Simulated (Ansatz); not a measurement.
Cr(NH2)3 (CrN₃H₆). Charge 0, multiplicity 2. Geometry r2SCAN-D4/def2-SVP; atoms count from 1.

```
atom   x (Å)   y (Å)   z (Å)
 Cr1   0.000   0.000   0.000
  N2  -0.736  -0.896  -1.408
  H3  -1.645  -0.695  -1.824
  H4  -0.304  -1.675  -1.902
  N5   1.395   1.142  -0.275
  H6   2.364   0.964  -0.012
  H7   1.328   2.059  -0.717
  N8  -0.659  -0.246   1.683
  H9  -0.525  -1.082   2.252
 H10  -1.218   0.430   2.202
```

The charge 0 doublet is spin-contaminated (final ⟨S²⟩ up to 1.76, 0.75 for a pure state). At PBE0-D4/def2-TZVP a quartet of charge 0 lies 0.89 eV below the doublet, each at its own geometry.

Question: Estimate the Mulliken populations from the PBE0/def2-TZVP orbitals of Ansatz.

Answer: 
```
atom  charge (e)  spin (α − β)  d electrons
 Cr1        1.24          1.13         4.39
  N2       -0.88         -0.07            –
  H3        0.23          0.01            –
  H4        0.23          0.01            –
  N5       -0.88         -0.07            –
  H6        0.23          0.01            –
  H7        0.23          0.01            –
  N8       -0.88         -0.07            –
  H9        0.23          0.01            –
 H10        0.23          0.01            –
```
Mulliken values depend strongly on the basis.

Question: Where does the spin sit?

Answer: Summed by element: Cr 1.13, N -0.21, H 0.08, of 1 unpaired in all. Largest on single atoms: Cr1 1.13, N2 -0.07, N5 -0.07.

Question: And the Mayer bond orders between heavy atoms (over 0.3)?

Answer: Cr1–N2 0.90 (1.82 Å); Cr1–N5 0.90 (1.82 Å); Cr1–N8 0.90 (1.82 Å).
